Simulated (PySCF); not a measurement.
**Xe³⁶⁺ (xenon, charge +36): Hartree-Fock from Schrödinger to Dirac-Coulomb-Breit**

Occupied: 1s1/2, 2s1/2, 2p1/2, 2p3/2, 3s1/2, 3p1/2, 3p3/2. Hartree-Fock calculated with PySCF 2.14 in an uncontracted even-tempered set (21 s from 3 bohr⁻², ratio 2.3; 16 p from 3.7 bohr⁻², ratio 2.3), Gaussian nucleus throughout. NR is non-relativistic, sf-X2C the spin-free one-electron X2C Hamiltonian, X2C adds the bare one-electron spin-orbit term, X2C-SNSO screens it by Boettger's factors, DC is four-component Dirac-Coulomb, and the Gaunt and Breit terms are added at first order (total energies over the DC spinors, levels after relaxing the spinors in that mean field). QED terms are absent. Levels marked empty are virtual spinors of this ion; the basis has s and p functions only, so 3d, which can lie below the n = 4 levels, is absent.

| Hamiltonian | E (hartree) | E − E(DC) (hartree) | CPU seconds |
| --- | --- | --- | --- |
| NR | -6213.1310 | 212.2274 | 0.61 |
| sf-X2C | -6421.0170 | 4.3415 | 0.46 |
| X2C | -6423.6184 | 1.7400 | 0.46 |
| X2C-SNSO | -6423.4223 | 1.9362 | 0.47 |
| DC | -6425.3585 | 0.0000 | 20 |
| DC+Gaunt | -6419.4671 | 5.8913 | 35 |
| DC+Breit | -6420.0402 | 5.3183 | 100 |

Task: Give the 4p spin-orbit interval with each Hamiltonian that has one.

Result: X2C 28.89; X2C-SNSO 27.77; DC 27.67; DC+Gaunt 27.32; DC+Breit 27.32 (eV).

```json
{"level (eV)": "1s1/2", "NR": "-35277.0", "sf-X2C": "-36702.5", "X2C": "-36698.7", "X2C-SNSO": "-36699.0", "DC": "-36731.1", "DC+Gaunt": "-36642.0", "DC+Breit": "-36648.5"}
{"level (eV)": "2s1/2", "NR": "-7047.0", "sf-X2C": "-7423.3", "X2C": "-7422.2", "X2C-SNSO": "-7422.3", "DC": "-7426.1", "DC+Gaunt": "-7417.1", "DC+Breit": "-7417.7"}
{"level (eV)": "2p1/2", "NR": "-6749.3", "sf-X2C": "-6861.8", "X2C": "-7101.7", "X2C-SNSO": "-7092.1", "DC": "-7093.5", "DC+Gaunt": "-7078.7", "DC+Breit": "-7080.2"}
{"level (eV)": "2p3/2", "NR": "-6749.3", "sf-X2C": "-6861.8", "X2C": "-6754.7", "X2C-SNSO": "-6758.6", "DC": "-6761.7", "DC+Gaunt": "-6751.2", "DC+Breit": "-6752.7"}
{"level (eV)": "3s1/2", "NR": "-2665.6", "sf-X2C": "-2771.8", "X2C": "-2771.4", "X2C-SNSO": "-2771.5", "DC": "-2772.3", "DC+Gaunt": "-2770.4", "DC+Breit": "-2770.5"}
{"level (eV)": "3p1/2", "NR": "-2542.2", "sf-X2C": "-2582.6", "X2C": "-2639.7", "X2C-SNSO": "-2637.4", "DC": "-2637.7", "DC+Gaunt": "-2634.3", "DC+Breit": "-2634.7"}
{"level (eV)": "3p3/2", "NR": "-2542.2", "sf-X2C": "-2582.6", "X2C": "-2557.0", "X2C-SNSO": "-2557.9", "DC": "-2558.6", "DC+Gaunt": "-2556.2", "DC+Breit": "-2556.6"}
{"level (eV)": "4s1/2 (empty)", "NR": "-1324.5", "sf-X2C": "-1364.5", "X2C": "-1364.4", "X2C-SNSO": "-1364.4", "DC": "-1364.7", "DC+Gaunt": "-1363.9", "DC+Breit": "-1364.0"}
{"level (eV)": "4p1/2 (empty)", "NR": "-1278.4", "sf-X2C": "-1295.4", "X2C": "-1315.4", "X2C-SNSO": "-1314.6", "DC": "-1314.7", "DC+Gaunt": "-1313.5", "DC+Breit": "-1313.6"}
{"level (eV)": "4p3/2 (empty)", "NR": "-1278.4", "sf-X2C": "-1295.4", "X2C": "-1286.5", "X2C-SNSO": "-1286.8", "DC": "-1287.0", "DC+Gaunt": "-1286.1", "DC+Breit": "-1286.3"}
```

Weight of the small component: 1s1/2 0.0396, 2s1/2 0.00871, 2p1/2 0.00867, 2p3/2 0.00824, 3s1/2 0.00312, 3p1/2 0.00304, 3p3/2 0.00294, 4s1/2 0.00144, 4p1/2 0.00142, 4p3/2 0.00138.

Koopmans' value for the highest occupied level at DC+Breit: 2556.6 eV, against an ionisation energy of 2556 ± 5 eV (theoretical estimate listed by NIST; NIST Atomic Spectra Database, ionization energies); the former lacks relaxation, correlation, QED and recoil.

The whole ladder took 160 s of wall time on 1 thread of Neoverse-V1 (shared host), launched as `OMP_NUM_THREADS=1 python relrun2.py TASK.json OUT` (a driver that calls PySCF for each Hamiltonian).
